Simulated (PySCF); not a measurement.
Pb(I)(SH) (HIPbS), SMILES [SH][Pb][I] (connectivity only; charge and spin as stated), neutral, multiplicity 1.

The structure is a stationary point at r2SCAN-D4/def2-SVP. The def2 effective core potentials stand for the cores of I, Pb; spin–orbit coupling is left out. One conformer was computed; it need not be the lowest.

These are TDA-CAM-B3LYP/def2-SVPD (PySCF) values and carry that method's errors.

Vertical excitations. Gas-phase values at a fixed geometry. State labels are in the subgroup Cs.

| state | symmetry | energy (eV) | λ (nm) | f | main pairs |
|---|---|---|---|---|---|
| S1 | A" | 3.14 | 395 | 0.004 | HOMO→LUMO 97 % |
| S2 | A' | 3.70 | 335 | 0.044 | HOMO−1→LUMO 91 % |
| S3 | A" | 3.74 | 331 | 0.005 | HOMO−2→LUMO 97 % |
| S4 | A' | 4.22 | 294 | 0.008 | HOMO−3→LUMO 84 % |
| S5 | A" | 4.43 | 280 | 0.000 | HOMO−4→LUMO 98 % |
| S6 | A' | 4.62 | 268 | 0.026 | HOMO→LUMO+1 85 % |
| S7 | A" | 4.77 | 260 | 0.006 | HOMO−1→LUMO+1 94 % |
| S8 | A" | 5.29 | 234 | 0.013 | HOMO−1→LUMO+2 74 %, HOMO−3→LUMO+2 17 % |
| S9 | A" | 5.35 | 232 | 0.003 | HOMO−3→LUMO+1 90 % |
| S10 | A' | 5.48 | 226 | 0.113 | HOMO−2→LUMO+1 50 %, HOMO→LUMO+2 23 %, HOMO−4→LUMO+1 8 % |
| T1 | A" | 2.70 | 458 | 0 | HOMO→LUMO 76 %, HOMO−2→LUMO 21 % |
| T2 | A' | 3.05 | 406 | 0 | HOMO−1→LUMO 85 %, HOMO−3→LUMO 14 % |
| T3 | A" | 3.48 | 356 | 0 | HOMO−2→LUMO 77 %, HOMO→LUMO 22 % |
| T4 | A' | 3.51 | 353 | 0 | HOMO−3→LUMO 84 %, HOMO−1→LUMO 14 % |
Triplets are in the Tamm–Dancoff approximation.
